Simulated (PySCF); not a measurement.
Isomers of C3H7FOSi.

All values: wB97X-D/def2-SVPD (PySCF) at GFN2-xTB geometries, gas phase, one conformer each. Core orbitals are frozen in the response; Δα² is half the sum of the squared differences of the principal polarisabilities.

(1) Rank by HOMO energy, highest first.
A. `[F:1]/[CH:2]=[CH:3]\[CH2:4][O:5][SiH3:6]` with C2–C3–C4–O5 -146°, C3–C4–O5–Si6 174°
B. `[CH2:1]=[C:2]([O:3][CH3:4])[SiH2:5][F:6]` with C1–C2–O3–C4 0°, C1–C2–Si5–F6 0°
C. `C[C@@H]1CO[Si@@H]1F`
D. `[CH3:1][CH2:2][Si@@H:3]([F:4])[CH:5]=[O:6]` with C1–C2–Si3–F4 -62°, C2–Si3–C5–O6 70°
E. `[F:1][SiH2:2][O:3][CH:4]1[CH2:5][CH2:6]1` with F1–Si2–O3–C4 65°, Si2–O3–C4–C5 156°
F. `[CH3:1][SiH2:2][O:3]/[CH:4]=[CH:5]/[F:6]` with C1–Si2–O3–C4 180°, Si2–O3–C4–C5 180°

(2) Rank by dipole moment, lowest first.
A. `[O:1]=[CH:2][C@@H:3]([F:4])[CH2:5][SiH3:6]` with O1–C2–C3–F4 -166°, C2–C3–C5–Si6 52°
B. `[F:1][CH2:2][C@H:3]1[CH2:4][SiH2:5][O:6]1` with F1–C2–C3–C4 71°
C. `[F:1]/[CH:2]=[CH:3]\[CH2:4][O:5][SiH3:6]` with C2–C3–C4–O5 -146°, C3–C4–O5–Si6 174°
D. `[CH2:1]=[CH:2][CH2:3][O:4][SiH2:5][F:6]` with C1–C2–C3–O4 1°, C2–C3–O4–Si5 -148°, C3–O4–Si5–F6 54°
E. `C[Si@@H]1OC[C@H]1F`
F. `[CH2:1]=[C:2]([O:3][CH3:4])[SiH2:5][F:6]` with C1–C2–O3–C4 0°, C1–C2–Si5–F6 0°

(3) Rank by HOMO–LUMO gap, highest first.
A. `[CH2:1]=[C:2]([O:3][CH3:4])[SiH2:5][F:6]` with C1–C2–O3–C4 0°, C1–C2–Si5–F6 0°
B. `[F:1][CH2:2][C@H:3]1[CH2:4][SiH2:5][O:6]1` with F1–C2–C3–C4 71°
C. `C[C@@H]1CO[Si@@H]1F`
D. `[CH2:1]=[CH:2][CH2:3][O:4][SiH2:5][F:6]` with C1–C2–C3–O4 1°, C2–C3–O4–Si5 -148°, C3–O4–Si5–F6 54°
E. `[CH3:1][CH2:2][Si@@H:3]([F:4])[CH:5]=[O:6]` with C1–C2–Si3–F4 -62°, C2–Si3–C5–O6 70°
F. `[O:1]=[CH:2][C@H:3]([SiH3:4])[CH2:5][F:6]` with O1–C2–C3–Si4 100°, C2–C3–C5–F6 159°

Answers

(1) F (-8.58 eV), B (-8.97 eV), D (-9.10 eV), A (-9.42 eV), E (-9.71 eV), C (-10.01 eV).

(2) C (0.71 D), A (1.00 D), D (1.60 D), B (1.78 D), E (2.07 D), F (2.43 D).

(3) C (11.92 eV), D (11.56 eV), B (11.33 eV), A (10.75 eV), F (10.38 eV), E (9.11 eV).

All values together:

```json
{"SMILES": "O[Si@@H]1CC[C@H]1F", "μ (D)": "1.58", "HOMO (eV)": "-9.40", "LUMO (eV)": "1.65", "α (Å³)": "9.25", "Δα (Å³)": "1.75"}
{"SMILES": "O=C[C@@H](F)C[SiH3]", "μ (D)": "1.00", "HOMO (eV)": "-9.93", "LUMO (eV)": "0.27", "α (Å³)": "9.74", "Δα (Å³)": "2.68"}
{"SMILES": "FC[C@H]1C[SiH2]O1", "μ (D)": "1.78", "HOMO (eV)": "-10.02", "LUMO (eV)": "1.32", "α (Å³)": "9.22", "Δα (Å³)": "2.33"}
{"SMILES": "CC[Si@@H](F)C=O", "μ (D)": "1.92", "HOMO (eV)": "-9.10", "LUMO (eV)": "0.01", "α (Å³)": "9.42", "Δα (Å³)": "1.17"}
{"SMILES": "F/C=C\\CO[SiH3]", "μ (D)": "0.71", "HOMO (eV)": "-9.42", "LUMO (eV)": "1.75", "α (Å³)": "10.04", "Δα (Å³)": "4.03"}
{"SMILES": "C=CCO[SiH2]F", "μ (D)": "1.60", "HOMO (eV)": "-9.50", "LUMO (eV)": "2.06", "α (Å³)": "9.47", "Δα (Å³)": "2.90"}
{"SMILES": "C[C@@H]1CO[Si@@H]1F", "μ (D)": "2.56", "HOMO (eV)": "-10.01", "LUMO (eV)": "1.91", "α (Å³)": "8.84", "Δα (Å³)": "1.81"}
{"SMILES": "C[SiH2]O/C=C/F", "μ (D)": "2.31", "HOMO (eV)": "-8.58", "LUMO (eV)": "1.95", "α (Å³)": "10.14", "Δα (Å³)": "4.18"}
{"SMILES": "C[Si@@H]1OC[C@H]1F", "μ (D)": "2.07", "HOMO (eV)": "-9.70", "LUMO (eV)": "1.71", "α (Å³)": "9.24", "Δα (Å³)": "2.35"}
{"SMILES": "C=C(OC)[SiH2]F", "μ (D)": "2.43", "HOMO (eV)": "-8.97", "LUMO (eV)": "1.78", "α (Å³)": "9.86", "Δα (Å³)": "2.95"}
{"SMILES": "O=C[C@H]([SiH3])CF", "μ (D)": "2.33", "HOMO (eV)": "-9.64", "LUMO (eV)": "0.74", "α (Å³)": "9.85", "Δα (Å³)": "2.00"}
{"SMILES": "F[SiH2]OC1CC1", "μ (D)": "1.89", "HOMO (eV)": "-9.71", "LUMO (eV)": "2.21", "α (Å³)": "9.00", "Δα (Å³)": "2.10"}
```

Conformers: `[OH:1][Si@@H:2]1[CH2:3][CH2:4][C@H:5]1[F:6]` with H–O1–Si2–C3 173°, O1–Si2–C3–C4 -126°, Si2–C3–C4–C5 14°, C3–C4–C5–F6 -135°, O1–Si2–C5–C4 119°; `[O:1]=[CH:2][C@@H:3]([F:4])[CH2:5][SiH3:6]` with O1–C2–C3–F4 -166°, C2–C3–C5–Si6 52°; `[F:1][CH2:2][C@H:3]1[CH2:4][SiH2:5][O:6]1` with F1–C2–C3–C4 71°; `[CH3:1][CH2:2][Si@@H:3]([F:4])[CH:5]=[O:6]` with C1–C2–Si3–F4 -62°, C2–Si3–C5–O6 70°; `[F:1]/[CH:2]=[CH:3]\[CH2:4][O:5][SiH3:6]` with C2–C3–C4–O5 -146°, C3–C4–O5–Si6 174°; `[CH2:1]=[CH:2][CH2:3][O:4][SiH2:5][F:6]` with C1–C2–C3–O4 1°, C2–C3–O4–Si5 -148°, C3–O4–Si5–F6 54°; `[CH3:1][SiH2:2][O:3]/[CH:4]=[CH:5]/[F:6]` with C1–Si2–O3–C4 180°, Si2–O3–C4–C5 180°; `[CH2:1]=[C:2]([O:3][CH3:4])[SiH2:5][F:6]` with C1–C2–O3–C4 0°, C1–C2–Si5–F6 0°; `[O:1]=[CH:2][C@H:3]([SiH3:4])[CH2:5][F:6]` with O1–C2–C3–Si4 100°, C2–C3–C5–F6 159°; `[F:1][SiH2:2][O:3][CH:4]1[CH2:5][CH2:6]1` with F1–Si2–O3–C4 65°, Si2–O3–C4–C5 156°.
